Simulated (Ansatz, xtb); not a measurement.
## Relative energy of two isomers of ClFH4NOSi+

Structure X is `[NH3+][Si@](O)(F)Cl`, a singlet and structure Y is `N[Si@]([OH2+])(F)Cl`, a singlet. Both are isolated ions in the gas phase, relaxed with r2SCAN-D4/def2-SVP; the shapes shown needn't be the lowest conformers.

X (Å):

```yaml
atoms:
  - { symbol: Cl, position_ang: [-3.3482, 3.0005, 0.7215] }
  - { symbol: F, position_ang: [-1.4853, 2.8108, -1.6063] }
  - { symbol: N, position_ang: [-0.7846, 1.2566, 0.4399] }
  - { symbol: O, position_ang: [-2.8164, 0.5112, -1.0747] }
  - { symbol: Si, position_ang: [-2.2461, 1.9109, -0.5382] }
  - { symbol: H, position_ang: [-1.0371, 0.9593, 1.3934] }
  - { symbol: H, position_ang: [-0.0295, 1.9525, 0.5285] }
  - { symbol: H, position_ang: [-0.3846, 0.4314, -0.0331] }
  - { symbol: H, position_ang: [-3.6473, 0.3589, -1.5475] }
```

Y (Å):

```xyz
9

Cl    0.5636    1.8719   -0.5051
F    -1.2671    0.1172    1.1384
N    -2.2569    2.6618    0.5121
O    -2.0672    0.4726   -1.1891
Si   -1.2430    1.3913    0.1864
H    -3.1359    2.5645    1.0180
H    -1.9366    3.6273    0.4688
H    -2.4471    0.8997   -1.9803
H    -1.9521   -0.4892   -1.3227
```

Quicker runs give these differences E(Y) − E(X): GFN2-xTB +20.2 kcal/mol; HF/STO-3G +14.2 kcal/mol (at GFN2-xTB geometries); r2SCAN-D4/def2-SVP//GFN2-xTB +25.0 kcal/mol.

Task: Estimate E(Y) − E(X) at the level CCSD(T)/def2-SVP + ΔMP2/def2-TZVPP.

Result: Calculated at CCSD(T)/def2-SVP + ΔMP2/def2-TZVPP: E(Y) − E(X) = +24.7 kcal/mol, so structure X lies lower.

How the difference moves with the method:

```json
{"level": "GFN2-xTB", "geometry": "GFN2-xTB", "E(Y) − E(X) (kcal/mol)": "+20.2", "departure from the last row (kcal/mol)": "−4.5", "job, with rough time for the two": "optimisation, 0.27 s"}
{"level": "HF/STO-3G", "geometry": "GFN2-xTB", "E(Y) − E(X) (kcal/mol)": "+14.2", "departure from the last row (kcal/mol)": "−10.5", "job, with rough time for the two": "single point, 0.36 s"}
{"level": "r2SCAN-D4/def2-SVP//GFN2-xTB", "geometry": "GFN2-xTB", "E(Y) − E(X) (kcal/mol)": "+25.0", "departure from the last row (kcal/mol)": "+0.3", "job, with rough time for the two": "single point, 3.1 s"}
{"level": "r2SCAN-D4/def2-SVP", "geometry": "r2SCAN-D4/def2-SVP", "E(Y) − E(X) (kcal/mol)": "+22.9", "departure from the last row (kcal/mol)": "−1.8", "job, with rough time for the two": "optimisation, 2.3 min"}
{"level": "HF/def2-SVP", "geometry": "r2SCAN-D4/def2-SVP", "E(Y) − E(X) (kcal/mol)": "+22.4", "departure from the last row (kcal/mol)": "−2.3", "job, with rough time for the two": "part of the CCSD(T) run"}
{"level": "MP2/def2-SVP", "geometry": "r2SCAN-D4/def2-SVP", "E(Y) − E(X) (kcal/mol)": "+23.3", "departure from the last row (kcal/mol)": "−1.4", "job, with rough time for the two": "part of the CCSD(T) run"}
{"level": "CCSD(T)/def2-SVP", "geometry": "r2SCAN-D4/def2-SVP", "E(Y) − E(X) (kcal/mol)": "+23.4", "departure from the last row (kcal/mol)": "−1.3", "job, with rough time for the two": "single point"}
{"level": "CCSD(T)/def2-SVP + ΔMP2/def2-TZVPP", "geometry": "r2SCAN-D4/def2-SVP", "E(Y) − E(X) (kcal/mol)": "+24.7", "departure from the last row (kcal/mol)": "", "job, with rough time for the two": "single point, 26 s"}
```

As drawn, Y has 1 O–H in place of 1 N–H.

None of the levels shown reverses the order. The largest departure from CCSD(T)/def2-SVP + ΔMP2/def2-TZVPP is that of HF/STO-3G, 10.5 kcal/mol. The last row adds to CCSD(T) the change of the MP2 difference between the two basis sets, here +1.3 kcal/mol.

With harmonic frequencies from r2SCAN-D4/def2-SVP (ideal gas, rigid rotor, one conformer each, 1000 K, 1 atm): on the last row, ΔE + ΔZPE = +23.3 kcal/mol. A mode under 50 cm⁻¹ makes harmonic enthalpies and free energies unreliable, so none is given.

The correlated steps freeze 13 core orbitals. Programs: Ansatz 0.2.0, xtb 6.7.1; the last row on 1 thread of Intel(R) Xeon(R) 6975P-C (Granite Rapids) on a shared host.
